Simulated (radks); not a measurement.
The numbers below are computed, except where a source is named.
All-electron atom: Pb+ in [Hg] 6p1 (the NIST ground configuration). Code: a radial shooting solver on a logarithmic mesh with Libxc functionals. Model: scalar-relativistic Kohn-Sham, PBE, spin-polarised, spherical densities, finite nucleus; open shells are filled with parallel spins first (spin-orbit coupling, left out, can overturn this in heavy ions); Fermi nuclear charge, rms radius 5.5012 fm.

Unscreened Slater integrals over Kohn-Sham orbitals (cm^-1). They are taken over the spin-up orbitals.

F0(6p,6p): 66000
F2(6p,6p): 35549
F0(6p,6s): 74188
G1(6p,6s): 44559
F0(6p,5d): 82073
F2(6p,5d): 24612
G1(6p,5d): 9942.5
G3(6p,5d): 8172.0
F0(6p,5p): 84243
F2(6p,5p): 17884
G0(6p,5p): 2904.2
G2(6p,5p): 3899.6
F0(6s,6s): 87853
F0(6s,5d): 104390
G2(6s,5d): 22286
F0(6s,5p): 108950
G1(6s,5p): 7985.7
F0(5d,5d): 152320
F2(5d,5d): 79189
F4(5d,5d): 52697
F0(5d,5p): 171680
F2(5d,5p): 86076
G1(5d,5p): 104550
G3(5d,5p): 64973
F0(5p,5p): 201930
F2(5p,5p): 108910

Derived for the open shells (J is the average intra-shell exchange parameter used in DFT+U). 6p: J = F2/5 = 7110 cm^-1.
